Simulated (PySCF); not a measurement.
Vertical excitations of a molecule C₄H₁₀O₂ from TDA-B3LYP/def2-SVPD in PySCF 2.14.0, as energy in eV (oscillator strength): 6.97 (0.021), 7.04 (0.023), 7.50 (0.016), 7.60 (0.011), 7.64 (0.004), 7.73 (0.026). Lowest triplet (TDA): 6.81 eV. The structure is a stationary point at PBE0-D3(BJ)/def2-SVP. One conformer was computed; it need not be the lowest.

Q: Which structure fits?
(A) CC(CO)CO
(B) COCCOC
(C) CCOCOC
(D) COCC(C)O

A: D, COCC(C)O
